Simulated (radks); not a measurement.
Results of a calculation; reference values are marked as such.
These are the eigenvalues of the occupied orbitals of an atom or ion with whole-number occupations (hartree). Code: a radial shooting solver on a logarithmic mesh with Libxc functionals. Model: Dirac Kohn-Sham, Slater X-alpha with alpha = 0.998, spin-unpolarised, spherical densities, point nucleus.

| orbital | eigenvalue |
|---|---|
| 1s1/2 | -1487.260 |
| 2s1/2 | -239.7788 |
| 2p1/2 | -226.9616 |
| 2p3/2 | -210.3136 |
| 3s1/2 | -52.26867 |
| 3p1/2 | -46.74987 |
| 3p3/2 | -43.45052 |
| 3d3/2 | -33.70676 |
| 3d5/2 | -32.99072 |
| 4s1/2 | -10.89164 |
| 4p1/2 | -8.81208 |
| 4p3/2 | -8.09462 |
| 4d3/2 | -4.64380 |
| 4d5/2 | -4.51561 |
| 5s1/2 | -1.78412 |
| 5p1/2 | -1.20231 |
| 5p3/2 | -1.09376 |
| 4f5/2 | -0.58759 |
| 5d3/2 | -0.33887 |

Which element is it, and in what charge state? The configuration may be excited. Open shells, if any, fill j = l - 1/2 first.

Answer. Z = 58, cerium, charge +1: Ce+ in [Xe] 4f1 5d2. The list shows which subshells hold electrons but not how many an open one holds; the 1s level, -1487.3 hartree, gives Z - s = 54.5 by -(Z - s)^2/2, which with screening and relativity narrows Z to a few neighbours, and the depths of the outer levels then fix element, charge and occupations together.
